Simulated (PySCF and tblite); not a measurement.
C₄H₉FGeO, numbered as in [F:1][C@H:2]1[CH2:3][CH2:4][C@H:5]([GeH3:6])[O:7]1.

Free energies: PBE0-D3(BJ)/pcSseg-1 (IEF-PCM, water) on GFN2-xTB structures plus GFN2-xTB thermal terms, symmetry and mirror images included. Conformers within 2.5 kcal/mol (GFN2-xTB free energy) were kept, 4 at most. Couplings: B3LYP/6-31G* with pcJ-1 on H, F (gas phase; spin-dipole term only for pairs with B, N, F, Si or P). Couplings are for ¹⁹F, ¹H. H–H couplings come out 0.1 to 0.9 Hz lower than with pcJ-1 on all atoms. Of two unlike H on one atom, a is the less shielded (PBE0/pcSseg-1 (IEF-PCM, water)). (PySCF 2.14, tblite 0.8.)

The 5-ring runs over atoms 2–3–4–5–7.

```csv
conformer,shape,weight %
1,"5-ring envelope (ring torsions 32, -18, -5, 27, -37°)",82.4
2,"5-ring between envelope and twist (ring torsions -16, 33, -39, 29, -7°)",17.6
```

Give the couplings in each conformer and the averages at 298.15 K (pairs that fast motion interchanges averaged).


| coupling | pairs | 1 | 2 | average (Hz) |
| --- | --- | --- | --- | --- |
| ²J(F1,H2) | 1 | 70.9 | 72.5 | 71.1 |
| ³J(F1,H3b) | 1 | 29.0 | 21.7 | 27.7 |
| ³J(F1,H3a) | 1 | 7.4 | 26.9 | 10.8 |
| ³J(H2,H3b) | 1 | 3.9 | 6.2 | 4.3 |
| ³J(H2,H3a) | 1 | 0.0 | 1.0 | 0.2 |
| ²J(H3b,H3a) | 1 | -12.7 | -14.4 | -13.0 |
| ³J(H3b,H4b) | 1 | 10.0 | 12.6 | 10.5 |
| ³J(H3b,H4a) | 1 | 13.2 | 0.9 | 11.1 |
| ³J(H3a,H4b) | 1 | 0.3 | 9.4 | 1.9 |
| ³J(H3a,H4a) | 1 | 8.4 | 10.6 | 8.8 |
| ²J(H4b,H4a) | 1 | -12.5 | -12.1 | -12.4 |
| ³J(H4b,H5) | 1 | 1.6 | 12.6 | 3.5 |
| ³J(H4a,H5) | 1 | 12.5 | 6.5 | 11.4 |
| ³J(H5,H6) | 3 | 1.4 | 0.8 | 1.3 |
| ²J(H6,H6) | 3 | 5.7 | 6.0 | 5.7 |

Only couplings over up to 3 bonds are listed; longer-range ones, if any, are left out.

Spin–orbit effects of the heavy atoms on shieldings are missing.

Computed couplings to fluorine can be off by tens of per cent at such levels.


Conformer gaps in pcSseg-1 on xTB geometries can be 2 kcal/mol off for S=O, P=O and other polar bonds.